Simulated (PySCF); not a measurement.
Work out the structure from these simulated measurements.

Formula: C3H7NSi.

| Property | Result |
| --- | --- |
| Rotational structure | rotational constants A, B, C: 13.952, 1.500, 1.400 GHz [PBE0-D3(BJ)/def2-SVP] |
| Polarisability | 72.3 au [CAM-B3LYP/def2-SVPD] |
| 13C NMR | chemical shifts (computed TMS as zero) by class: 110.4 (1 C), 87.0 (1 C), 5.8 (1 C) ppm [GIAO PBE0/pcSseg-1] |
| NMR, other nuclei | isotropic shieldings of nuclei other than C and H, by class: 253 (1 N), 415 (1 Si) ppm [GIAO PBE0/pcSseg-1] |
| 1H NMR | chemical shifts (computed TMS as zero) by class: 4.60 (2 H), 1.90 (3 H), 0.20 (2 H) ppm [GIAO PBE0/pcSseg-1] |
| Valence photoelectron | vertical ionisation energy: 9.57 eV [ΔSCF CAM-B3LYP/def2-SVPD] |

Gas-phase values; electronic properties from PySCF, density fitting. Levels stand in brackets. Geometry: PBE0-D3(BJ)/def2-SVP, one conformer, isolated molecule. NMR values are class means; diastereotopic atoms form classes of their own.

Question: Propose a structure and show how it fits.

Answer: Numbering: `[CH3:1][C:2]#[C:3][SiH2:4][NH2:5]`. Its formula, C3H7NSi, gives 2 degrees of unsaturation: 0 rings and 2 π bonds in the structure found. 3 carbons fall into 3 classes; from least to most shielded: alkyne carbon [C2] (110.4 ppm), alkyne carbon [C3] (87.0 ppm), propargylic carbon [C1] (5.8 ppm). Hydrogen classes from least to most shielded: 2 H on an SiH2 silicon, Si4 (4.60 ppm), 3 H on a propargylic carbon, C1 (1.90 ppm), 2 H on a silicon-bound nitrogen, N5 (0.20 ppm). The other shieldings belong to: 253 ppm, silicon-bound nitrogen [N5]; 415 ppm, SiH2 silicon [Si4]. The first electron is taken from the HOMO, whose largest Löwdin shares are 0.35 on the silicon-bound nitrogen, 0.25 on an alkyne carbon, 0.23 on an alkyne carbon and 0.05 on the propargylic carbon. By its constants the optimised geometry is an asymmetric top. Structure: `CC#C[SiH2]N`. Computed isomers that give other values at the same levels: `C#CCN[SiH3]` (rotational constant A: 9.303 GHz; this holds for the one conformer computed); `[SiH3]C[C@H]1C=N1` (13C chemical shifts (computed TMS as zero) by class: 182.7 (1 C), 26.2 (1 C), 14.7 (1 C) ppm). The assignments are read from this structure; whether some other isomer fits the data as well wasn't checked.

The values belong to the conformer `[CH3:1][C:2]#[C:3][SiH2:4][NH2:5]`: H–N5–Si4–C3 -68°, H–N5–Si4–C3 69°.
